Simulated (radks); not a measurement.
Species: S+. Configuration: [Ne] 3s2 3p3.

Calculated with a radial shooting solver on a logarithmic mesh with Libxc functionals: non-relativistic Kohn-Sham, PBE, spin-polarised, spherical densities, point nucleus; open shells are filled with parallel spins first; hard spherical wall at 12 bohr.

Energy parts (hartree):
part                      energy
total                 -397.56951
kinetic                397.08939
electron-nucleus      -940.09628
Hartree                170.60146
exchange-correlation   -25.16408

Orbitals (lengths in bohr, moments of r in powers of bohr; r(max) is where P^2 peaks):
1s up: occ. 1; eigenvalue (hartree) -88.53968; <1/r> 15.56; <r> 0.09730; r(max) 0.06372
1s down: occ. 1; eigenvalue (hartree) -88.52344; <1/r> 15.56; <r> 0.09729; r(max) 0.06371
2s up: occ. 1; eigenvalue (hartree) -8.15655; <1/r> 3.046; <r> 0.4810; r(max) 0.3899
2s down: occ. 1; eigenvalue (hartree) -8.14054; <1/r> 3.045; <r> 0.4809; r(max) 0.3902
2p up: occ. 3; eigenvalue (hartree) -6.17833; <1/r> 2.954; <r> 0.4430; r(max) 0.3262
2p down: occ. 3; eigenvalue (hartree) -6.15609; <1/r> 2.952; <r> 0.4429; r(max) 0.3267
3s up: occ. 1; eigenvalue (hartree) -1.05453; <1/r> 0.8370; <r> 1.636; r(max) 1.400
3s down: occ. 1; eigenvalue (hartree) -0.92820; <1/r> 0.8372; <r> 1.649; r(max) 1.390
3p up: occ. 3; eigenvalue (hartree) -0.65858; <1/r> 0.7191; <r> 1.873; r(max) 1.548
3p down: occ. 0; eigenvalue (hartree) -0.53868; <1/r> 0.7039; <r> 1.934; r(max) 1.551
4s up: occ. 0; eigenvalue (hartree) -0.20481; <1/r> 0.2838; <r> 4.617; r(max) 4.160
3d up: occ. 0; eigenvalue (hartree) -0.17078; <1/r> 0.4110; <r> 3.163; r(max) 2.263

The highest occupied level is 3p up at -17.921 eV. The spin density at the nucleus is -0.2764 e/bohr^3 (1s -0.2864, 2s 0.1364, 3s -0.1264), a Fermi contact field of -14.5 T. The electron density at the nucleus is 2676 e/bohr^3. Summed over all electrons, <r^2> = 20.63 bohr^2, which gives a Langevin (diamagnetic) susceptibility term of -16.3 x 10^-6 cm^3/mol. Spin moment in Bohr magnetons: 3. The pressure on the wall is 2.11e-07 GPa.
